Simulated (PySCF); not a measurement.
Sn(H)3(nPr) (C₃H₁₀Sn), SMILES C([CH2][SnH3])C. The structure is a stationary point at PBE-D3(BJ)/def2-SVP. The structure was generated by enumeration; whether it is a known compound was not checked. The def2 effective core potentials stand for the cores of Sn; spin–orbit coupling is left out. One conformer was computed; it need not be the lowest.

Problem. Give the equilibrium geometry at PBE-D3(BJ)/def2-SVP (PySCF confirms it by a frequency run) as bond lengths and angles. (Estimate from the structure and the level; the computed values follow.)

Solution. One answer among several that fit: 
Atoms: Sn1 C2 C3 C4 H5 H6 H7 H8 H9 H10 H11 H12 H13 H14. Bonds (Å): Sn1–C2 2.189, Sn1–H5 1.732, Sn1–H6 1.733, Sn1–H7 1.732, C2–C3 1.533, C2–H8 1.109, C2–H9 1.111, C3–C4 1.530, C3–H10 1.112, C3–H11 1.114, C4–H12 1.110, C4–H13 1.111, C4–H14 1.109. Angles (°): C2–Sn1–H5 109.7, C2–Sn1–H6 109.3, C2–Sn1–H7 112.2, H5–Sn1–H6 108.8, H5–Sn1–H7 108.2, H6–Sn1–H7 108.5, Sn1–C2–C3 114.6, Sn1–C2–H8 105.9, Sn1–C2–H9 106.7, C3–C2–H8 111.3, C3–C2–H9 111.1, H8–C2–H9 106.8, C2–C3–C4 114.2, C2–C3–H10 109.7, C2–C3–H11 108.8, C4–C3–H10 109.4, C4–C3–H11 109.0, H10–C3–H11 105.4, C3–C4–H12 111.3, C3–C4–H13 111.6, C3–C4–H14 111.7, H12–C4–H13 107.1, H12–C4–H14 107.7, H13–C4–H14 107.2.
